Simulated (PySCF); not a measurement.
## Correlation energy of B⁺ (boron, charge +1)

[He] 2s1 3d1, high-spin 3D determinant (an excited configuration). All numbers are calculated (PySCF 2.14, the non-relativistic Hamiltonian (point nucleus), in aug-cc-pwCVTZ). Frozen: nothing; 4 electrons correlated.

```
  level  correlation energy (mhartree)
   CCSD                         -49.06
    (T)                          -0.14
CCSD(T)                         -49.20
```

Diagnostics: T1 = 0.0060, D1 = 0.0165, largest double amplitude 0.076.

Problem. Is a single reference adequate?

Solution. Mostly. T1 lies below 0.03, but a double amplitude of this size points to a near-degeneracy that CCSD handles and MP2 describes poorly.
